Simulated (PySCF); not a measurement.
Broadened absorption spectrum of C7H18Si

Compound: C7H18Si.
Geometry (PBE0-D3(BJ)/def2-SVP, Å), atoms numbered from 1 in this order:
```xyz
26
C7H18Si angstrom
C      4.0094   -0.0428    0.4131
C      2.8065    0.8564    0.1692
C      1.4800    0.0975    0.1341
Si    -0.0294    1.1856   -0.1812
C     -1.6632    0.2004   -0.2274
C     -1.8829   -0.4925    1.1202
C     -1.6003   -0.8435   -1.3461
C     -2.8080    1.1801   -0.4979
H      4.9498    0.5296    0.4294
H      3.9220   -0.5709    1.3764
H      4.0978   -0.8090   -0.3737
H      2.9439    1.4020   -0.7807
H      2.7653    1.6340    0.9520
H      1.5146   -0.6832   -0.6472
H      1.3287   -0.4406    1.0876
H     -0.1223    2.2283    0.8950
H      0.1414    1.9001   -1.4906
H     -1.0863   -1.2194    1.3460
H     -1.9227    0.2307    1.9508
H     -2.8394   -1.0453    1.1181
H     -1.4297   -0.3789   -2.3309
H     -0.7992   -1.5811   -1.1782
H     -2.5516   -1.4020   -1.4060
H     -2.8811    1.9509    0.2862
H     -2.6859    1.6955   -1.4641
H     -3.7748    0.6459   -0.5281
```

Computed with TDDFT CAM-B3LYP/def2-SVPD, vertical, gas phase, core orbitals frozen in the response (PySCF 2.14.0, density-fitted response routines).

Computed states:

| state | E (eV) | f |
| --- | --- | --- |
| S1 | 7.42 | 0.017 |
| S2 | 7.82 | 0.019 |
| S3 | 8.18 | 0.050 |
| S4 | 8.35 | 0.0007 |
| S5 | 8.37 | 0.106 |
| S6 | 8.49 | 0.0027 |
| S7 | 8.63 | 0.312 |
| S8 | 8.71 | 0.023 |
| S9 | 8.75 | 0.046 |
| S10 | 8.86 | 0.011 |

Broadening: Gaussians 0.3 eV wide at half height, area fixed by f = 4.319×10⁻⁹ ∫ε dν̃. The width is an assumption, not a result. The curve ends short of the highest state used, and states not computed would add to its high-energy end.

Task: Give the broadened spectrum and its maxima.

Result: 
E (eV), ε (L mol⁻¹ cm⁻¹) and a bar:
```
     6.97          3 
     7.00          7 
     7.03         14 
     7.06         28 
     7.09         53 
     7.12         94 
     7.15        160 
     7.18        256 #
     7.21        387 #
     7.24        555 ##
     7.27        753 ##
     7.30        965 ###
     7.33       1172 ###
     7.36       1346 ####
     7.39       1465 ####
     7.42       1511 ####
     7.45       1481 ####
     7.48       1386 ####
     7.51       1251 ###
     7.54       1107 ###
     7.57        989 ###
     7.60        925 ###
     7.63        934 ###
     7.66       1018 ###
     7.69       1165 ###
     7.72       1348 ####
     7.75       1535 ####
     7.78       1692 #####
     7.81       1795 #####
     7.84       1837 #####
     7.87       1833 #####
     7.90       1819 #####
     7.93       1843 #####
     7.96       1964 #####
     7.99       2229 ######
     8.02       2675 #######
     8.05       3311 #########
     8.08       4127 ###########
     8.11       5093 ##############
     8.14       6169 #################
     8.17       7315 ####################
     8.20       8492 ########################
     8.23       9665 ###########################
     8.26      10808 ##############################
```

Maxima: 167 nm (7.42 eV), ε about 1500, made up of S1 (99%); 158 nm (7.85 eV), ε about 1800, made up of S2 (92%) (hardly more than a shoulder) (ε in L mol⁻¹ cm⁻¹; maxima over ε = 5, shares over 10%). At its high-energy end, 8.26 eV, the curve is still rising (ε about 11000, from S3 and S5).

Task: Coming from long wavelengths, where does ε first pass 100 L mol⁻¹ cm⁻¹?

Result: At about 174 nm (7.12 eV), 0.30 eV below S1.

Task: What would ε be at 7.85 eV, the highest of these maxima, with half the width (0.15 eV)?

Result: About 3160 L mol⁻¹ cm⁻¹ against 1840, a factor of about 1.7; a lone state at its own centre would give exactly 2.

All these states lie below the vertical ionisation energy of 9.48 eV (ΔSCF).

Hardware: Arm Neoverse V2, one thread (shared host). Cost: 7.0 min of wall time, 1.8 GiB resident at most.

One conformer stands for the species.

Without π bonds the low states are Rydberg-like; a valence basis with one diffuse set may place them up to an eV too high.
